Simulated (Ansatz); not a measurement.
`C=C[SiH](F)O[SiH3]` → `C=C` + `F[Si]O[SiH3]` at 400 K and 1 bar (silylene formation by 1,1-elimination).

Calculated with Ansatz (gas phase, PBE0-D4/def2-TZVP geometries, no zero-point term in ΔE). CBS: MP2 limit from def2 TZ/QZ plus the TZ coupled-cluster correction, frozen cores. This one scheme is used for every species. Each species was taken in one conformer, which may not be the lowest.

| species | CCSD(T)/CBS energy (Eh) | H − E (kJ/mol) | S (J/(mol·K)) |
| --- | --- | --- | --- |
| `C=C[SiH](F)O[SiH3]` | -833.58428 | 264.2 | 450.9 |
| `C=C` | -78.48111 | 149.4 | 232.7 |
| `F[Si]O[SiH3]` | -755.04483 | 112.6 | 369.1 |

H − E and S are ideal-gas, rigid-rotor, harmonic terms from PBE0-D4/def2-TZVP, for one conformer and one mirror image of each species. 1 Eh = 2625.50 kJ/mol, R = 8.31446 J/(mol·K).

By hand: ΔE, ΔH, ΔS and ΔG.

ΔE = (-78.48111) + (-755.04483) − (-833.58428) = 0.05834 Eh = 153.2 kJ/mol. Δ(H − E) = 149.4 + 112.6 − 264.2 = -2.2, so ΔH = 151.0 kJ/mol. ΔS = 232.7 + 369.1 − 450.9 = 150.9 J/(mol·K). ΔG = 151.0 − 400 × (150.9)/1000 = 90.6 kJ/mol.

By hand: the equilibrium constant, and the temperature at which ΔG would vanish if ΔH and ΔS stayed fixed.

log₁₀ K = −ΔG/(RT ln 10) = -11.8. ΔG = 0 at ΔH/ΔS = 1001 K.

The number of gas molecules changes by +1, which sets the sign of ΔS. A doubt of 5 kJ/mol in ΔE shifts log₁₀ K by 0.7 here. Other conformers and mirror images would add mixing entropy, several J/(mol·K) or more a flexible species. Modes under 60 cm⁻¹, often nearly free rotors, make the harmonic entropy too high. These are equilibria of isolated gas molecules and say nothing of rates. Largest T1 diagnostic: 0.014 (customary marks: 0.02 for closed shells, 0.045 for open ones).
